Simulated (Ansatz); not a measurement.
`O=C(Cl)C(F)(F)F` → 2 C• + Cl• + 3 F• + O•  (atomization)

Isolated molecules relaxed with PBE0-D4/def2-TZVP in Ansatz; ΔE leaves out vibrations. CBS: MP2 limit from def2 TZ/QZ plus the TZ coupled-cluster correction, frozen cores. This one scheme is used for every species, atoms too. DFT in def2-TZVPP. HSE06 is defined as in plane-wave codes. Open shells (•) are unrestricted, without spin–orbit coupling. Spin–orbit coupling would lower the free atoms: a little for C, Cl, F, O.

`O=C(Cl)C(F)(F)F`:

Z-matrix (Å, degrees):
```
C
F 1 1.320
C 1 1.550 2 109.8
F 1 1.329 2 109.0 3 120.7
F 1 1.329 2 109.0 3 -120.7
Cl 3 1.743 1 111.9 2 -179.9
O 3 1.176 1 123.6 2 0.1
```

```
        level  ΔE (kJ/mol)
      ωB97M-V       2937.6
      r2SCANh       2905.3
        HSE06       2947.7
HF/def2-QZVPP       1853.5
```

What does CCSD(T)/CBS give? (An estimate is asked.)

Ansatz gave: +2909.3 kJ/mol. The listed levels differ from it by 28.3, -4.0, 38.4, -1055.8 kJ/mol.

What do rigid-rotor, harmonic-oscillator terms from PBE0-D4/def2-TZVP frequencies (298.15 K, 1 bar) make of the CCSD(T)/CBS value? (An estimate is asked.)

The calculation gave: ΔZPE = -65.5 kJ/mol, ΔH = +2868.1 kJ/mol, ΔS = 783 J/(mol·K), ΔG = +2634.7 kJ/mol. Open shells count their whole term as degenerate. Modes under 50 cm⁻¹ make the entropy rough.

Largest T1 diagnostic among the species: 0.014.

From BLYP to BHLYP (50 % exact exchange), in def2-TZVPP and without D4, ΔE moves by −257.3 kJ/mol: exact exchange takes away binding that semilocal exchange gives to molecules. Leaving LDA and LC-ωPBE aside and taking each functional with its dispersion term where it has one, the values, not all of them listed here, spread over 437.0 kJ/mol, from BHLYP-D4 to PBE-D4. LDA lies +548.4 kJ/mol from PBE without D4, its usual overbinding. The D4 term adds +26.4 kJ/mol with B3LYP and +13.7 kJ/mol with PBE0; it sums over pairs of atoms, weighted by their polarisabilities, and B3LYP, whose exchange is more repulsive, gets the larger term.

B3LYP here is the variant with VWN-RPA as its local correlation; programs differ in this.

For atomizations the MP2-based limit and the directly extrapolated one differ by several kJ/mol either way, and by 10 to 25 for some Ge, Se and Sn compounds, so smaller differences from it don't rank the levels.
